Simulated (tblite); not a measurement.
Species: C8H9NO.
Cartesian coordinates in Å at the GFN2-xTB level; atoms count from 1:
```
atom  x, y, z in Å
C1    -5.768   -1.776   -0.299
N2    -4.635   -1.677   -0.026
C3    -3.330   -1.572    0.294
C4    -2.515   -0.669   -0.279
C5    -1.131   -0.544    0.046
C6    -0.313    0.361   -0.530
C7     1.076    0.498   -0.217
C8     1.856    1.410   -0.818
O9     3.165    1.651   -0.632
C10    3.857    0.863    0.311
H11   -2.988   -2.270    1.048
H12   -2.916    0.003   -1.026
H13   -0.739   -1.221    0.794
H14   -0.711    1.034   -1.277
H15    1.473   -0.174    0.530
H16    1.457    2.084   -1.565
H17    4.886    1.215    0.299
H18    3.438    0.990    1.314
H19    3.829   -0.196    0.039
```

Computed values, GFN2-xTB/tblite, gas phase, harmonic and unscaled. Errors from tens to a few hundred cm⁻¹ against measured bands are possible. One conformer, not necessarily the lowest.

Harmonic wavenumbers (cm⁻¹): 47.3, 63.0, 97.0, 142.5, 143.6, 208.1, 219.4, 240.2, 283.9, 295.2, 374.5, 379.5, 444.5, 459.7, 559.2, 632.5, 745.3, 755.8, 794.4, 934.4, 968.9, 972.9, 1019.7, 1081.9, 1118.9, 1133.3, 1151.3, 1184.5, 1188.3, 1227.7, 1233.6, 1268.1, 1280.0, 1299.6, 1329.2, 1398.6, 1464.2, 1477.5, 1584.8, 1618.9, 1652.8, 2179.1, 2942.9, 2955.9, 3035.2, 3041.8, 3052.9, 3060.0, 3063.3, 3071.4, 3090.2.

A = 10013, B = 330.1, C = 320.2 MHz; mass 135.068 u (most abundant isotopes); point group Cs, symmetry number 1.

Q: Zero-point energy?

A: ½Σν̃ = 31984 cm⁻¹ = 91.45 kcal/mol.

Q: What is S at 400 K and 1 bar for an ideal gas of classical rigid rotors and harmonic oscillators?

A: Translation 42.10, rotation 30.97, vibration 44.46: S = 117.5 cal/(mol K).

Q: And Cp and H(400 K) − H(0)?

A: Cp = 50.46 cal/(mol K), of which vibrations give 42.52 (their classical limit is 51 R = 101.3); H(400 K) − H(0) = 12.26 kcal/mol without the zero-point energy, 9.08 from vibrations.

Q: Which modes carry the vibrational entropy at 400 K?

A: 47.3 cm⁻¹: 5.51; 63.0 cm⁻¹: 4.94; 97.0 cm⁻¹: 4.09; 142.5 cm⁻¹: 3.34; 143.6 cm⁻¹: 3.32; 208.1 cm⁻¹: 2.61 cal/(mol K); the other 45 give 20.65 together.

Q: How do the functions run with temperature in this model?

A: 
| T (K) | S (cal/(mol K)) | Cp (cal/(mol K)) | H − H(0) (kcal/mol) | G − H(0) (kcal/mol) | ln q(vib) |
| --- | --- | --- | --- | --- | --- |
| 50 | 60.0 | 13.9 | 0.51 | -2.49 | 0.58 |
| 100 | 71.9 | 20.9 | 1.39 | -5.80 | 1.95 |
| 298.15 | 104.2 | 41.0 | 7.59 | -23.46 | 8.00 |
| 373.15 | 114.1 | 48.0 | 10.93 | -31.65 | 10.19 |
| 500 | 129.7 | 58.6 | 17.72 | -47.13 | 13.77 |
| 750 | 156.5 | 73.7 | 34.40 | -83.01 | 20.41 |
| 1000 | 179.2 | 83.4 | 54.12 | -125.05 | 26.49 |

q(vib) and H(0) count from the zero-point level.

Q: What must be added to the electronic energy to get the Gibbs energy at 400 K and 1 bar?

A: ZPE + [H(400 K) − H(0)] − T·S = 91.45 + 12.26 − 47.01 = 56.70 kcal/mol.

Q: Blend soft modes into free rotors: weight 1/[1 + (100 cm⁻¹/ν̃)⁴] for the oscillator and the rest for a rotor with moment μB/(μ + B), μ = h/(8π²ν), B = 10⁻⁴⁴ kg m². What vibrational entropy results?

A: 41.07 cal/(mol K) in place of 44.46, which changes −T·S at 400 K by +1.36 kcal/mol.

Hindered rotation and anharmonicity are outside this model. Other conformers, if any are populated, would add a mixing term that is left out.
